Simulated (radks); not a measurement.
The numbers below are computed, except where a source is named.
Question: The oxygen ion O+, 7 electrons, occupied as [He] 2s2 2p1 3p2 (not the ground configuration). Level of theory: scalar-relativistic Kohn-Sham, exchange-only r2SCAN, spin-polarised, spherical densities, finite nucleus; open shells are filled with parallel spins first; meta-GGA in the generalised Kohn-Sham scheme; Fermi nuclear charge, rms radius 2.6991 fm (a radial shooting solver on a logarithmic mesh with Libxc functionals). Some entries of the table are withheld. Estimate them.

orbital,occ.,eigenvalue (eV),<1/r> (bohr^-1)
1s up,1,-572.5634,7.645
1s down,1,-570.7656,7.666
2s up,1,(1),(2)
2s down,1,(3),(4)
2p up,1,-47.1447,(5)
2p down,0,-42.0698,(6)
3s up,0,-12.6982,0.4253
3p up,2,-9.2388,0.3878
3d up,0,-4.7956,0.3190

Answer: 
(1) 2s up eigenvalue (eV): -63.1582
(2) 2s up <1/r> (bohr^-1): 1.492
(3) 2s down eigenvalue (eV): -58.5325
(4) 2s down <1/r> (bohr^-1): 1.445
(5) 2p up <1/r> (bohr^-1): 1.388
(6) 2p down <1/r> (bohr^-1): 1.351
